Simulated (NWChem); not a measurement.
# Atomisation of CH6ClFSi2

```xyz
11

Si     1.5606     0.3757     0.3894
F      3.1143    -0.1272     0.3634
C      0.5002    -0.9680    -0.3843
Si    -1.2233    -0.4774    -0.9431
Cl    -2.1569     0.6220     0.5712
H      1.1919     0.6129     1.8075
H      1.4881     1.6317    -0.4044
H      1.0324    -1.3471    -1.2773
H      0.4252    -1.8110     0.3244
H     -1.1569     0.3877    -2.1512
H     -2.0647    -1.6715    -1.2231
```
Charge 0, spin multiplicity 1.

Program: NWChem. Structure: optimised with B3LYP/def2-SVP, with no frequency check, so it may be a saddle point. It is one conformer; others weren't searched.

Basis set: def2-SVP. The atomisation energy is electronic alone: no zero-point, thermal, spin-orbit or counterpoise terms. No value is extrapolated to the basis-set limit. Free atoms are single determinants with multiplicities Si 3, F 2, C 3, Cl 2, H 2. Correlated methods freeze the same cores in atoms and molecule, 17 orbitals in all.

B3LYP has NWChem's definition, with VWN1-RPA local correlation. The structure started from a generated list of species. The stability of the SCF solutions was not checked. Open-shell Hartree-Fock references start from PBE0 orbitals.

Order these methods by the atomisation energy they give, lowest first: HF, BHandHLYP, MP2, PBE0, B3LYP.

HF (692.2 kcal/mol), MP2 (862.2 kcal/mol), BHandHLYP (878.6 kcal/mol), B3LYP (892.3 kcal/mol), PBE0 (895.6 kcal/mol)
